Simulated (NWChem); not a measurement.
Worked example: ideal-gas entropy of CH3BFNO (SMILES NC1(F)BO1)

A singlet with charge 0, relaxed at BP86-D3(BJ)/def2-SVP (NWChem 7.3.0):

```xyz
8

N     1.0883   -1.0019    0.0266
C     0.0113   -0.1387   -0.1524
F    -1.2278   -0.7257    0.0306
B     0.0703    1.3159   -0.6234
O     0.0485    1.1182    0.7055
H     1.3939   -1.4380   -0.8488
H     0.9087   -1.7230    0.7381
H     0.0891    2.2513   -1.3809
```

Harmonic wavenumbers in cm⁻¹: 194, 311, 430, 451, 479, 532, 715, 751, 761, 915, 1049, 1197, 1314, 1450, 1565, 2657, 3419, 3526.

Masses in u: N 14.007, C 12.011, F 18.998, B 10.81, O 15.999, H 1.008. Take T = 298.15 K, p = 1 bar, R = 8.3145 J/(mol K), kT/hc = 207.22 cm⁻¹, rigid rotor and harmonic oscillator.

Problem. Work out S° at 298 K.

Solution. 
1. Translation (Sackur–Tetrode): S = R[3/2 ln M + 5/2 ln T − 1.1517] with M = 74.849 gives 162.7 J/(mol K).
2. Rotation: principal moments 63.511, 88.755, 121.092 u Å² give A, B, C = 0.2654, 0.1899, 0.1392 cm⁻¹; the symmetry number is σ = 1; q = (√π/σ)√((kT/hc)³/ABC) = 63123; S = R(ln q + 3/2) = 104.4.
3. Vibration: with u = ν̃/207.22, each mode gives R[u/(eᵘ − 1) − ln(1 − e⁻ᵘ)]; the sum is 31.7, most from 194 cm⁻¹ (9.2), 311 cm⁻¹ (5.7), 430 cm⁻¹ (3.6).
4. Spin and the two mirror images of this shape: R ln 2 = 5.8.
5. Sum: 162.7 + 104.4 + 31.7 + 5.8 = 304.6 J/(mol K).

No measured value is set beside it here. Where a soft mode is a torsion, a harmonic oscillator describes it poorly. One conformer is counted; others would raise S.
